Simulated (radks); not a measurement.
Values are calculated unless marked as measured or tabulated.
Effect of the nuclear size on the germanium ion Ge2+, [Ar] 3d10 4s2. Level of theory: Dirac Kohn-Sham, BLYP, spin-unpolarised, spherical densities, finite nucleus; Fermi nuclear charge, rms radius 4.0742 fm (a radial shooting solver on a logarithmic mesh with Libxc functionals). The rms radius is varied about that value; shifts are against it.

rms radius (fm)  total energy shift (eV)  density at nucleus (e/bohr^3)  1s1/2 shift (meV)  2s1/2 shift (meV)  2p1/2 shift (meV)  3s1/2 shift (meV)  3p1/2 shift (meV)  4s1/2 shift (meV)
3.4101                            -0.102                       3.21e+04              -43.3              -4.21              0.350             -0.622              0.070             -0.049
3.9479                           -0.0207                       3.18e+04              -8.78             -0.855              0.071             -0.126              0.014             -0.010
4.0742                                 0                      3.174e+04              0.000              0.000              0.000              0.000              0.000              0.000
4.3268                            0.0432                      3.162e+04               18.3               1.79             -0.148              0.264             -0.030              0.021
5.0194                             0.174                      3.132e+04               73.9               7.20             -0.598               1.06             -0.119              0.083

Slopes of the eigenvalues against <r^2> in GHz/fm^2, as finite differences over the two radii next to the reference (eigenvalue slopes, not the field-shift constants of lines): 1s1/2 2090, 2s1/2 204, 2p1/2 -16.9, 3s1/2 30.1, 3p1/2 -3.37, 4s1/2 2.35.
